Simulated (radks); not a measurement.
The strontium ion Sr2+ inside a hard spherical wall (all orbitals vanish at R), configuration held at [Kr] and not refilled when levels cross. All-electron calculation, scalar-relativistic Kohn-Sham, LDA (Slater exchange, Perdew-Wang correlation), spin-polarised, spherical densities, point nucleus. Program: a radial shooting solver on a logarithmic mesh with Libxc functionals. Eigenvalues in eV for spin up, with the zero of energy where the potential of the charges vanishes at infinity; a dash marks a level that is unbound or too diffuse for the functional's potential to be trusted. A positive occupied level is held by the wall or, in an anion where self-interaction has pushed it up, behind a barrier. The pressure on the wall is -dE/dV.

R (bohr)  E (hartree)  kinetic (hartree)    e(3p)    e(3d)    e(4s)    e(4p)  e(5s, empty)  e(4d, empty)  pressure (GPa)
free      -3175.18264           3255.097  -269.91  -142.40  -54.860  -36.656       -13.555       -13.396               0
7         -3175.18263           3255.097  -269.91  -142.40  -54.860  -36.656       -13.371       -13.364        0.000938
6         -3175.18252           3255.099  -269.91  -142.39  -54.855  -36.651       -12.875       -13.261          0.0229
5         -3175.18055           3255.124  -269.83  -142.32  -54.798  -36.592       -11.145       -12.837           0.545
4         -3175.15058           3255.407  -269.11  -141.60  -54.269  -36.010        -4.913       -11.041            12.5
2         -3169.16706           3281.614  -236.05  -108.76  -21.184    2.955        148.66        43.790            9480
1.5       -3150.38410           3343.640  -192.19  -64.246   55.841   88.311        402.51        140.16           78200
